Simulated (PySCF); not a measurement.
Electronic structure of Be⁺ (beryllium, charge +1) at the UHF level

Configuration: [He] 2s1, 2S determinant. Calculation: PySCF 2.14, in pcseg-2 (4s2p1d, 15 functions); the non-relativistic Hamiltonian (point nucleus).

| Quantity | Value |
| --- | --- |
| Total energy | -14.275356 hartree |
| One-electron energy | -17.5970 hartree |
| Hartree (Coulomb) energy | 5.8179 hartree |
| Exchange energy | -2.4962 hartree |
| Kinetic energy | 14.23693 hartree |
| ⟨S²⟩ | 0.7500 |
| ⟨L²⟩ | 0.000 |
| Sum of ⟨r⟩ | 3.120 bohr |
| Sum of ⟨r²⟩ | 6.587 bohr² |
| Density at the nucleus (Gaussians lack the cusp) | 33.9 bohr⁻³ |
| Spin density at the nucleus | 0.795 bohr⁻³ |
| Langevin diamagnetic susceptibility | -5.22 ×10⁻⁶ cm³/mol |
| Time after the integrals | 0.03 s of wall time on 1 thread of Neoverse-V2 (shared host) |

```tsv
shell	electrons	mean orbital energy (eV)	rms radius, mean of both spins (bohr)
1s α	1	-140.45	0.485
1s β	1	-139.50	0.485
2s α	1	-18.119	2.47
```
